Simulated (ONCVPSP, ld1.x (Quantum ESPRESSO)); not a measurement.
**Pseudopotentials across the periodic table**

Generated with ld1.x 7.5 (TM, RRKJ, ultrasoft, PAW), atompaw 4.2 or ONCVPSP 4.0.1. The cutoff is in Ry: for ld1.x and atompaw files where the sum of valence levels is converged to 10 mRy in a Bessel basis, for ONCV files where the hardest occupied wave has 1 mHa per electron of residual kinetic energy. The error is the largest all-electron minus pseudo excitation energy over each file’s own four to seven test configurations (ionisations up to +4, promotions, holes and added fractions of an electron), all of which were solved. The labels leave out finer settings (local radius, basis sizes, second energies), which also bear on the numbers. Spin-polarised tests are not counted. The rows are a selection from randomly drawn settings: files with unsolved tests, undetermined cutoffs or missed reference levels are left out.

A true bound ghost makes a file unfit for plane-wave use even where its test errors are small: the radial tests pick states by their node count and pass the ghost by.

```csv
element,potential,cutoff (Ry),largest error (meV),bound ghosts
Be,"ONCV, PW91, non-relativistic, rc 0.65/4.00/3.45 (spd), local smoothed, core correction no, reference 1s2 2s1.5 2p0.5, qcut 24.4/4/3.2, projectors 2/3/2",315,+522,none
Ti,"ONCV, PBE, scalar-relativistic, rc 1.55/1.30/1.70 (spd), local smoothed, core correction yes, reference 3s2 3p6 3d2 4s2, qcut 9.8/11.2/10.6, projectors 2/2/2",72,+29,none
Sb,"TM semilocal, LDA (PZ), scalar-relativistic, rc 1.55/2.15/0.95 (spd), local p, core correction yes, reference 4d10 5s2 5p3",120,-225,none
I,"ONCV, PBEsol, scalar-relativistic, rc 1.70/1.90 (sp), local smoothed, core correction yes, reference 5s1.5 5p5.5, qcut 3.1/3.6, projectors 2/2",47,-16,none
```

(1) Fill in the row for Ba: ONCV, PBE, scalar-relativistic, rc 2.85/1.85/2.20 (spd), local smoothed, core correction no, reference 5s2 5p6 6s1.75, qcut 4/3.9/5.1, projectors 2/2/1.

(2) Fill in the row for Cs: ONCV, BLYP, fully relativistic, rc 3.10/3.05/2.95 (spd), local smoothed, core correction yes, reference 5s2 5p6 6s1, qcut 3.6/3.8/3.8, projectors 2/2/1.

(3) Fill in the row for Ga: ultrasoft, PBE, scalar-relativistic, rc 1.70/1.85/1.25 (spd), local smoothed, core correction no, reference 3d10 4s2 4p1.

## Answers

(1) cutoff 64 Ry, largest error -119 meV, bound ghosts: none.

(2) cutoff 9 Ry, largest error -13 meV, bound ghosts: none.

(3) cutoff 90 Ry, largest error +159 meV, bound ghosts: s.
